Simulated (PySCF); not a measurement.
Compound: PPAsSb tetrahedron, AsP₂Sb.
Structure used (PBE0-D3(BJ)/def2-SVP), in Å, numbered top down from 1:
```xyz
4
AsP2Sb angstrom
P     -1.1620    0.6059   -0.5129
P     -0.4699   -0.8665    1.0042
As     0.7927    1.0618    0.6696
Sb     0.8392   -0.8012   -1.1609
```

Method: PBE0-D3(BJ)/def2-SVP geometry optimisation, gas phase, def2 core potentials past Kr (PySCF).

Take the most abundant isotopes and a rigid rotor. The values belong to one conformer.

Question: Give the principal moments of inertia and the rotational constants in GHz.

Answer: Ia = 206.80, Ib = 411.85, Ic = 465.38 u·Å²; 505379 MHz·u·Å²/I gives 2444, 1227 and 1086 MHz, that is A = 2.4438, B = 1.2271, C = 1.0860 GHz.

Question: Classify the top.

Answer: An asymmetric top; Ray's κ = -0.792.

Question: Is it planar, by Δ = Ic − Ia − Ib?

Answer: Not planar: Δ = Ic − Ia − Ib = -153.28 u·Å². For a rigid frame Δ = −2 Σ m c², so Σ m c² = 76.64 u·Å² lies off the ab plane. The atom farthest from that plane is 1.11 Å away.

Question: Give the other two planar moments, Paa and Pbb, and the rms extents of the mass along the axes.

Answer: Paa = Σ m a² = (Ib + Ic − Ia)/2 = 335.22 and Pbb = Σ m b² = (Ia + Ic − Ib)/2 = 130.16 u·Å². With the mass M = 257.77 u, the rms extents √(P/M) along a, b and c are 1.14, 0.71, 0.55 Å.

Question: List the rotational levels J(Ka,Kc) to J = 3 (MHz).

Answer: Above 0(0,0):
J = 1: 1(0,1) 2313, 1(1,1) 3530, 1(1,0) 3671
J = 2: 2(0,2) 6928, 2(1,2) 8015, 2(1,1) 8438, 2(2,1) 12088, 2(2,0) 12100
J = 3: 3(0,3) 13821, 3(1,3) 14735, 3(1,2) 15581, 3(2,2) 19027, 3(2,1) 19085, 3(3,1) 25471, 3(3,0) 25471

Question: Predict some low-J microwave lines.

Answer: The dipole components are |μa| = 1.13 D, |μb| = 0.93 D, |μc| = 0.00 D; the mirror of this Cs structure is the ab plane, so μc vanishes by symmetry and there are no c-type lines. Intensities carry the squares of the components, which stand as 1.00 : 0.68 (a : b). Some lines, for components of 0.1 D or more:

```
type  branch         J(Ka,Kc)    MHz  lower level (cm⁻¹)
   a       Q  2(1,1) ← 2(1,2)    423               0.267
   b       Q  5(2,3) ← 5(1,4)   3238               1.233
   b       R  4(1,3) ← 3(2,2)   6063               0.635
   b       Q  4(3,1) ← 4(2,2)   6309               0.949
   b       Q  5(4,2) ← 5(3,3)   8983               1.546
   a       R  4(0,4) ← 3(0,3)   9141               0.461
   a       R  4(3,2) ← 3(3,1)   9274               0.850
   a       R  4(3,1) ← 3(3,0)   9277               0.850
   a       R  5(2,4) ← 4(2,3)  11539               0.943
   b       Q  5(5,1) ← 5(4,2)  11562               1.845
   a       R  5(3,2) ← 4(3,1)  11611               1.159
   b       R  4(4,0) ← 3(3,1)  18265               0.850
   b       R  5(5,1) ← 4(4,0)  23152               1.459
```

Question: Estimate the classical rotational partition function at 100 K, 200 K and 298.15 K.

Answer: Point group Cs, symmetry number σ = 1; q = (√π/σ)·√((kT/h)³/(ABC)), k/h = 20836.6 MHz/K: 93400 at 100 K, 264000 at 200 K, 481000 at 298.15 K.

Atoms past krypton carry def2 core potentials. No frequency check. Constants of a rigid frame at the computed geometry: no zero-point averaging, no centrifugal distortion. Quadrupole hyperfine structure (75As) is left out.
